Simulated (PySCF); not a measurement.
PySCF 2.14 output of an unrestricted BP86 calculation on a single atom or ion in def2-TZVPPD with the def2 core potential (46 electrons), with scalar relativity through the core potential:

```
SCF conv_tol = 1e-09
number electrons alpha = 4  beta = 4
    A. D. Becke.,  Phys. Rev. A 38, 3098 (1988)
    J. P. Perdew.,  Phys. Rev. B 33, 8822 (1986)
cycle= 1 E= -24.9495060341031  delta_E= -0.00211  |g|= 0.00935  |ddm|= 0.378
cycle= 2 E= -24.9495364744326  delta_E= -3.04e-05  |g|= 0.00127  |ddm|= 0.0345
cycle= 3 E= -24.94953703738  delta_E= -5.63e-07  |g|= 1.33e-05  |ddm|= 0.00417
cycle= 4 E= -24.949537037533  delta_E= -1.53e-10  |g|= 3.9e-06  |ddm|= 2.88e-05
converged SCF energy = -24.949537037533  <S^2> = -8.8817842e-15  2S+1 = 1
```

The run itself started from symmetry-adapted Hartree-Fock orbitals and held the occupation by maximum overlap, on a logarithmic radial grid, so the iterations belong to that start.

Question: Which element, charge and spin multiplicity is this?

Answer: Ba²⁺ (barium, charge +2), multiplicity 1; the state was [Xe], closed-shell 1S.

Energies and moments cover only the electrons outside the core potential. Spin-orbit coupling, which splits the p, d and f shells strongly at this Z, is absent.
